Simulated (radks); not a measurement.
Problem. Mg1.75+, 10.25 electrons, occupied as [He] 2s2 3s(up 0.5, down 0.5) 2p(up 3, down 2.25) (fractional occupations, a model configuration). All-electron calculation, non-relativistic Kohn-Sham, TPSS, spin-polarised, spherical densities, point nucleus; meta-GGA in the generalised Kohn-Sham scheme. Program: a radial shooting solver on a logarithmic mesh with Libxc functionals. Some entries of the table are withheld. Estimate them.

orbital  occ.  eigenvalue (hartree)  <r> (bohr)  r(max) (bohr)
1s up       1             -47.70473      0.1308            (1)
1s down     1             -47.66731      0.1307            (2)
2s up       1              -4.06616      0.6774         0.5389
2s down     1              -3.99095      0.6808         0.5405
2p up       3              -2.83852      0.6525         0.4663
2p down  2.25              -2.75911      0.6585         0.4687
3s up     0.5                   (3)       2.417          2.105
3s down   0.5                   (4)       2.435          2.123

Solution. 
(1) 1s up r(max) (bohr): 0.08542
(2) 1s down r(max) (bohr): 0.08540
(3) 3s up eigenvalue (hartree): -0.71734
(4) 3s down eigenvalue (hartree): -0.71165
